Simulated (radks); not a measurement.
Values are calculated unless marked as measured or tabulated.
Species: Ne. Configuration: [Ne].

Level of theory: scalar-relativistic Kohn-Sham, LDA (Slater exchange, Perdew-Zunger correlation), spin-polarised, spherical densities, point nucleus (a radial shooting solver on a logarithmic mesh with Libxc functionals).

Energy parts (eV):
part                     energy
total                 -3493.186
kinetic                3487.056
electron-nucleus      -8451.355
Hartree                1789.964
exchange-correlation   -318.852

Orbitals (lengths in bohr, moments of r in powers of bohr; r(90%) holds 90 % of the orbital's charge):
| orbital | occ. | eigenvalue (eV) | r(90%) |
|---|---|---|---|
| 1s | 2 | -825.8144 | 0.284 |
| 2s | 2 | -36.1119 | 1.46 |
| 2p | 6 | -13.5319 | 1.74 |

The highest occupied level is 2p at -13.532 eV. The density falls to 0.001 e/bohr^3 at r = 2.98 bohr. Summed over all electrons, <r^2> = 9.848 bohr^2, which gives a Langevin (diamagnetic) susceptibility term of -7.8 x 10^-6 cm^3/mol.
